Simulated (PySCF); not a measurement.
# Computed records: BFHOSi, B2FHN, CH6BOSi, B2H5Si

Computed with PySCF 2.14.0. Calculation on a computer-drawn molecule: the log of a Hartree-Fock and frozen-core CCSD(T) single point meant for a local Hartree-Fock minimum, with one planted fault or none, to be diagnosed. Offsets are logged minus clean, where the clean run is the same molecule without the fault. The reference is restricted for singlets and unrestricted otherwise, and also for a bond in bohr or an excited solution. Adding or removing an electron swaps singlet and doublet. The excited solution moves the top pair (singlet) or top alpha electron (doublet) to the lowest empty orbital. Highest occupied and lowest empty are orbital energies over both spins, largest force is the largest gradient component, triples share is (T) over the correlation energy, the T1 limit is 0.02 restricted and 0.045 unrestricted, electrons count all cores, a negative frequency is imaginary (commonest isotopes), and the dipole is about the centre of nuclear charge.

Common to all runs: logged SCF converged yes; logged CC converged yes; logged SCF stable within its kind yes; possible faults no fault, one electron removed, one electron added, multiplicity raised by two, geometry at a saddle point, SCF held on an excited solution, minimal basis STO-3G, one bond length entered in bohr, all coordinates scaled.

(1) BFHOSi

Logged structure:
```xyz
5
BFHOSi
O     -1.3582    -2.2698     0.1508
B     -1.0255    -1.1924    -0.1619
Si    -0.3893     0.6261    -0.6609
F     -1.4129     1.5117    -1.4166
H      0.9120     1.2230    -0.4043
```

- meant charge: 1
- meant multiplicity: 1
- meant basis: cc-pV(D+d)Z
- logged electrons: 37
- logged basis functions: 70
- logged spin squared: 0.771
- logged highest occupied: -8.49 eV
- logged lowest empty: 0.89167 eV
- logged largest force: 0.047767 hartree/bohr
- logged T1 diagnostic: 0.019125
- logged D1 diagnostic: 0.055785
- logged triples share: 0.027237
- logged dipole magnitude: 3.3285 debye
- logged energy HF: -488.55364 hartree
- logged energy CCSD(T): -489.10928 hartree
- planted fault: one electron added
- HF energy offset from clean run: -180.6 kcal/mol
- CCSD(T) energy offset from clean run: -180.6 kcal/mol

Drawn bonds:
```tsv
atom	other atom	order
1	2	2
2	3	1
3	4	1
3	5	1
```

(2) B2FHN

Logged structure:
```xyz
5
B2FHN
N     -3.0355    -0.2618     1.2581
B     -2.1562     0.1262     0.5264
B     -0.9553     0.6561    -0.4728
F     -0.0683     1.0476    -1.2105
H     -3.7600    -0.5814     1.8617
```

* meant charge: 1
* meant multiplicity: 1
* meant basis: cc-pVDZ
* logged electrons: 26
* logged basis functions: 61
* logged spin squared: 0
* logged highest occupied: -18.003 eV
* logged lowest empty: -5.592 eV
* logged largest force: 2.291e-05 hartree/bohr
* logged lowest frequency: 173.45 cm⁻¹
* logged T1 diagnostic: 0.022159
* logged D1 diagnostic: 0.060559
* logged triples share: 0.034689
* logged dipole magnitude: 0.41982 debye
* logged energy HF: -203.57444 hartree
* logged energy CCSD(T): -204.09667 hartree
* planted fault: ?

Drawn bonds:
```tsv
atom	other atom	order
1	2	2
2	3	1
3	4	1
1	5	1
```

Notes: T1 above single-reference limit.

(3) CH6BOSi

Logged structure:
```xyz
10
CH6BOSi
B     -1.5313    -2.1596     0.7302
C     -1.3913    -0.6478     0.3024
O     -0.0205    -0.1185     0.3716
Si     1.2422     0.1061     1.2273
H     -0.5915    -2.7705     1.1505
H     -2.6097    -2.6545     0.6314
H     -2.0134     0.0010     0.9208
H     -1.6911    -0.4951    -0.7329
H      2.3975     0.6734     0.5500
H      1.2635    -0.2224     2.6483
```

* meant charge: 1
* meant multiplicity: 1
* meant basis: cc-pV(D+d)Z
* logged electrons: 38
* logged basis functions: 95
* logged spin squared: 0
* logged highest occupied: -17.371 eV
* logged lowest empty: -4.6059 eV
* logged largest force: 6.464e-06 hartree/bohr
* logged lowest frequency: 35.058 cm⁻¹
* logged T1 diagnostic: 0.016668
* logged D1 diagnostic: 0.06352
* logged triples share: 0.025864
* logged dipole magnitude: 3.6248 debye
* logged energy HF: -429.57264 hartree
* logged energy CCSD(T): -430.11668 hartree
* planted fault: ?

Drawn bonds:
```tsv
atom	other atom	order
1	2	1
2	3	1
3	4	1
1	5	1
1	6	1
2	7	1
2	8	1
4	9	1
4	10	1
```

(4) B2H5Si

Logged structure:
```xyz
8
B2H5Si
B     -0.8768    -1.4353    -2.8319
B      0.4295    -1.3912    -1.7765
Si     0.9203     0.1539    -0.6543
H     -0.8033    -1.0148    -3.9570
H     -1.9338    -1.9021    -2.4946
H      1.1770    -2.3328    -1.7117
H      0.0137     1.3028    -0.4441
H      1.8930     0.0349     0.4515
```

* meant charge: 0
* meant multiplicity: 2
* meant basis: cc-pV(D+d)Z
* logged electrons: 29
* logged basis functions: 76
* logged spin squared: 0.7659
* logged highest occupied: -8.378 eV
* logged lowest empty: 0.59252 eV
* logged largest force: 3.231e-05 hartree/bohr
* logged lowest frequency: 175.15 cm⁻¹
* logged T1 diagnostic: 0.018055
* logged D1 diagnostic: 0.069913
* logged triples share: 0.026912
* logged dipole magnitude: 0.28063 debye
* logged energy HF: -341.12759 hartree
* logged energy CCSD(T): -341.43873 hartree
* planted fault: ?

Drawn bonds:
```tsv
atom	other atom	order
1	2	1
2	3	1
1	4	1
1	5	1
2	6	1
3	7	1
3	8	1
```

**Q.** B2FHN (entry 2): planted fault?
**A.** no fault

**Q.** CH6BOSi (entry 3): planted fault?
**A.** no fault

**Q.** Give the missing planted fault for B2H5Si (entry 4).
**A.** no fault

Further results for B2FHN (entry 2):

- HF energy offset from clean run: 0 kcal/mol
- CCSD(T) energy offset from clean run: 0 kcal/mol

Further results for CH6BOSi (entry 3):

- HF energy offset from clean run: 0 kcal/mol
- CCSD(T) energy offset from clean run: 0 kcal/mol

Further results for B2H5Si (entry 4):

* HF energy offset from clean run: 0 kcal/mol
* CCSD(T) energy offset from clean run: 0 kcal/mol
